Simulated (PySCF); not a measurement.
What does the PBE0-D3(BJ)/def2-SVP structure of `O=Cc1ccoc1` look like in three dimensions?

```
atom  x, y, z in Å
O1    -2.4218    1.1680    0.4462
C2    -1.8714    0.1092    0.2688
C3    -0.4326   -0.0457    0.0549
C4     0.5631    0.9880    0.0158
C5     1.7418    0.3527   -0.2079
O6     1.5489   -0.9875   -0.3085
C7     0.2434   -1.2218   -0.1492
H8    -2.4509   -0.8495    0.2598
H9     0.3899    2.0538    0.1414
H10    2.7681    0.6925   -0.3184
H11   -0.0785   -2.2596   -0.2030
```

Orientation and origin are arbitrary. Atoms count from 1 in this order. The 7 heavy atoms lie in one plane (0.000 Å rms). O6 (furan-type oxygen) is bent (angle 107.6°). The 4 C–C bonds span 1.358 Å (C4–C5, aromatic) to 1.463 Å (C2–C3, drawn single), a spread of 0.105 Å. The 5-membered ring C3–C4–C5–O6–C7 has internal angles of 105.6° to 110.5° (sum 540°, against 540° for a flat polygon); it is planar, 0.00 Å rms from its mean plane, widest ring torsion 0°.

Bonds between heavy atoms (Å): O1=C2 1.206, C2–C3 1.463, C3–C4 1.436, C4–C5 1.358, C5–O6 1.358, O6–C7 1.336, C3–C7 1.372.

The calculation used PySCF 2.14.0, PBE0-D3(BJ)/def2-SVP geometry optimisation, gas phase.

Point group: Cs (tolerance 0.08 Å). Whether it is a minimum is left open (no frequencies). One conformer, not necessarily the lowest (O1–C2–C3–C4 0°).
